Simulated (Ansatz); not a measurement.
`N=C(Cl)C=O` + GeH₄ → `N=[C](Cl)[GeH3]` + `C=O`  (formal exchange of groups at a C–C bond)

Isolated molecules relaxed with PBE0-D4/def2-TZVP in Ansatz; ΔE leaves out vibrations. CCSD(T)/CBS adds triple-zeta CCSD(T) − MP2 to the extrapolated MP2 energy (def2 sets, frozen cores). This one scheme is used for every species. DFT in def2-TZVPP. B3LYP here is the variant with VWN-RPA as its local correlation; programs differ in this. HSE06 is defined as in plane-wave codes. For Ge outer-core shells are correlated without core-valence functions, which leaves a few kJ/mol of doubt a bond. Scalar relativity is left out up to krypton. Each species was taken in one conformer, which may not be the lowest.

| level | ΔE (kJ/mol) | difference from CCSD(T)/CBS |
| --- | --- | --- |
| LDA (SPW92) | 37.5 | 21.8 |
| PBE-D4 | 25.2 | 9.5 |
| revPBE-D4 | 25.2 | 9.5 |
| BLYP-D4 | 21.3 | 5.6 |
| r2SCAN-D4 | 28.2 | 12.5 |
| B97M-V | 33.7 | 18.0 |
| PBE0-D4 | 24.7 | 9.0 |
| B3LYP-D4 | 21.5 | 5.8 |
| HSE06-D4 | 24.5 | 8.8 |
| BHLYP-D4 | 20.6 | 4.9 |
| CAM-B3LYP-D4 | 24.3 | 8.6 |
| ωB97X-V | 21.9 | 6.2 |
| ωB97M-V | 20.7 | 5.0 |
| B2PLYP | 21.2 | 5.5 |
| PBE-QIDH | 22.8 | 7.1 |
| PBE | 26.2 | 10.5 |
| BLYP | 22.5 | 6.8 |
| r2SCAN | 28.4 | 12.7 |
| PBE0 | 25.7 | 10.0 |
| B3LYP | 23.2 | 7.5 |
| r2SCANh | 27.7 | 12.0 |
| r2SCAN0 | 26.8 | 11.1 |
| HSE06 | 25.6 | 9.9 |
| BHLYP | 23.8 | 8.1 |
| CAM-B3LYP | 25.5 | 9.8 |
| LC-ωPBE | 23.9 | 8.2 |
| RPA@PBE/def2-TZVPP | 15.8 | 0.1 |
| MP2/def2-SVP | 35.2 | 19.5 |
| CCSD(T)/def2-SVP | 34.8 | 19.1 |
| HF/def2-TZVPP | 21.6 | 5.9 |
| MP2/def2-TZVPP | 17.2 | 1.5 |
| SCS-MP2/def2-TZVPP | 17.1 | 1.4 |
| CCSD/def2-TZVPP | 17.6 | 1.9 |
| CCSD(T)/def2-TZVPP | 18.5 | 2.8 |
| HF/def2-QZVPP | 21.2 | 5.5 |
| MP2/def2-QZVPP | 15.5 | -0.2 |
| SCS-MP2/def2-QZVPP | 15.3 | -0.4 |
| HF/CBS(def2) | 21.1 | 5.4 |
| MP2/CBS(def2) | 14.4 | -1.3 |
| CCSD/CBS(def2) | 14.8 | -0.9 |
| CCSD(T)/CBS | 15.7 | 0 |

Largest T1 diagnostic among the species: 0.015.

At CCSD(T), def2-SVP lies +19.1 kJ/mol from the extrapolated value and def2-TZVPP +2.8 kJ/mol. In def2-TZVPP, CCSD(T) changes the Hartree–Fock value by −3.1 kJ/mol (the triples alone add +0.9 kJ/mol) and MP2 by −4.4 kJ/mol.
